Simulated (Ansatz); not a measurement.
Gas-phase electronic energies from Ansatz, PBE0-D4/def2-TZVP geometries. CCSD(T)/CBS is the MP2 limit (def2-TZVPP, def2-QZVPP) plus CCSD(T) − MP2 in def2-TZVPP, frozen cores. Functionals use def2-TZVPP. B3LYP here is the variant with VWN-RPA as its local correlation; programs differ in this. One conformer a species, not always the lowest.

Consider the formal exchange of groups at the Si–H bond: `OB(F)[SiH3]` + `C=NC(O)O` → `O[SiH2]B(O)F` + `C=NCO`.

```
             level  ΔE (kJ/mol)  difference from CCSD(T)/CBS
            PBE-D4        -94.9                         17.4
         revPBE-D4        -94.8                         17.5
           BLYP-D4       -105.5                          6.8
            B97M-V       -103.8                          8.5
           PBE0-D4       -100.7                         11.6
          B3LYP-D4       -109.7                          2.6
        r2SCANh-D4       -103.8                          8.5
        r2SCAN0-D4       -105.9                          6.4
           ωB97M-V       -106.6                          5.7
          PBE-QIDH       -107.6                          4.7
              BLYP       -107.2                          5.1
             B3LYP       -110.7                          1.6
           LC-ωPBE       -105.2                          7.1
RPA@PBE/def2-TZVPP       -105.5                          6.8
     CCSD/def2-SVP        -83.2                         29.1
   CCSD/def2-TZVPP       -110.7                          1.6
       CCSD(T)/CBS       -112.3                            0
```

Largest T1 diagnostic among the species: 0.014.

From r2SCAN to r2SCAN0 (25 % exact exchange), in def2-TZVPP and without D4, ΔE moves by −3.8 kJ/mol. In def2-TZVPP, CCSD(T) changes the Hartree–Fock value by +12.0 kJ/mol (the triples alone add +3.6 kJ/mol) and MP2 by +4.5 kJ/mol.
